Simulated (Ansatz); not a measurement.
Reactions of AlBrH5NSi (`[AlH2][NH][SiH2]Br`).

Gas-phase electronic energies from Ansatz, PBE0-D4/def2-TZVP geometries. CBS: MP2 limit from def2 TZ/QZ plus the TZ coupled-cluster correction, frozen cores. This one scheme is used for every species. DFT in def2-TZVPP. B3LYP here is the variant with VWN-RPA as its local correlation; programs differ in this. For Br outer-core shells are correlated without core-valence functions, which leaves a few kJ/mol of doubt a bond. Scalar relativity is left out up to krypton. Each species was taken in one conformer, which may not be the lowest.

```csv
reaction,B3LYP-D4 (kJ/mol),CCSD/CBS(def2) (kJ/mol),CCSD(T)/CBS(def2) (kJ/mol)
`[AlH2][NH][SiH2]Br` + `O[SiH3]` → `[AlH2][NH][SiH2]O[SiH3]` + HBr,-23,-19,-18
`[AlH2][NH][SiH2]Br` + CH₄ → `C[SiH2]Br` + `[NH2][AlH2]`,70,69,69
`[AlH2][NH][SiH2]Br` + `[OH][AlH2]` → `[AlH2][O][SiH2]Br` + `[NH2][AlH2]`,-57,-57,-54
`[AlH2][NH][SiH2]Br` → `[NH2][AlH2]` + `[SiH]Br`,250,260,262
`[AlH2][NH][SiH2]Br` + H₂ → `[AlH2][NH][SiH3]` + HBr,87,88,91
`[AlH2][NH][SiH2]Br` + H–F → `F[SiH2][NH][AlH2]` + HBr,-50,-45,-43
`[AlH2][NH][SiH2]Br` + HCl → `[AlH2][NH][SiH2]Cl` + HBr,-5,-2,-2
`[AlH2][NH][SiH2]Br` + `O[SiH3]` → `[SiH3]O[SiH2]Br` + `[NH2][AlH2]`,-53,-52,-49
`[AlH2][NH][SiH2]Br` + HBr → `Br[SiH2]Br` + `[NH2][AlH2]`,-21,-23,-23
`[AlH2][NH][SiH2]Br` + H₂O → `O[SiH2][NH][AlH2]` + HBr,0,5,6
```

Largest T1 diagnostic: 0.012, for `[OH][AlH2]`.
